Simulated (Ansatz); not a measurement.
The cluster Mg₄N₂⁺. The state is a doublet with charge 1. Geometry PBE-D4/def2-SVP, basis def2-TZVP, Ansatz.

```xyz
6

Mg   -0.232    2.695    1.138
Mg    0.232   -2.695   -1.137
Mg   -0.575    0.180    2.872
Mg    0.576   -0.180   -2.872
N     0.065    0.477   -0.329
N    -0.066   -0.477    0.329
```

```csv
run,HOMO (eV),LUMO (eV)
A,-7.83,-6.63
B,-7.63,-7.10
C,-8.27,-6.47
D,-9.67,-5.50
```

The structure comes from a short search, and lower isomers may exist.

HOMO and LUMO are taken over both spins.

Task: The runs used PBE, PBE0, r2SCAN, ωB97M-V. Estimate which is which.

Result: A r2SCAN (0 % exact exchange); B PBE (0 % exact exchange); C PBE0 (25 % exact exchange); D ωB97M-V (range-separated). Exact exchange lowers occupied and raises empty levels; among semilocal functionals meta-GGAs tend to open the gap a little, and such runs are hard to tell apart. The gap grows from 0.53 eV (PBE) to 4.17 eV (ωB97M-V). At r2SCAN-D4/def2-TZVP, PBE0-D4/def2-TZVP, ωB97M-V/def2-TZVP the charge 1 doublet is spin-contaminated (final ⟨S²⟩ up to 1.03, 0.75 for a pure state).
